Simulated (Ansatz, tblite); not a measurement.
Cost and result up the ladder for Be3Se3 (the lowest singlet isomer of a short search) (6 atoms). Total charge 0; singlet. Geometry: PBE0-D4/def2-SVP.

```xyz
6

Be   -0.391   -0.877    1.096
Be    0.141   -0.536   -1.347
Be    0.251    1.413    0.251
Se   -0.401   -2.255   -0.401
Se    0.625    1.399   -1.749
Se   -0.225    0.856    2.150
```

Ansatz on 4 threads of Intel Xeon Platinum 8375C on a shared host; xTB runs through tblite on one thread. Times are rough, summed over both states, and most runs start from the orbitals of an earlier one. PBE0-D4/def2-TZVP serves as the yardstick here, not as an exact answer. Differences are given only for rows in sets of like size (and for xTB, whose basis is part of the method), since another set adds its own error. The other state is a doublet.

The xTB rows come from tblite. Correlated methods freeze 27 core orbitals; core or outer-core shells of Se are correlated, in sets that lack core-valence functions. The rows differ in basis, and correlated rows in double-zeta sets carry the largest basis error. In CCSD on the charge 1 doublet the largest single amplitude is 0.26, so its Hartree–Fock determinant may place the open shell otherwise than the density functionals do. The structure comes from a short search, and lower isomers may exist.

Run but left out: PBE-D4/def2-TZVP (charge +1 doublet: an occupied level 0.21 eV above an empty one).

Correlated methods converge slowly with the basis, most of all in double-zeta sets.

Raw xTB energies of ions are shifted by several eV.

```csv
level,functions,wall time,vertical IE (eV),difference from PBE0-D4/def2-TZVP (eV)
GFN1-xTB,39,0.011 s,12.24,3.16
GFN2-xTB,39,0.017 s,14.02,4.94
PBE0-D4/def2-TZVP,201,20 s,9.08,0.00
r2SCANh-D4/def2-TZVP,201,26 s,9.05,-0.03
CCSD(T)/def2-SVP,123,1.8 min,9.05,–
```
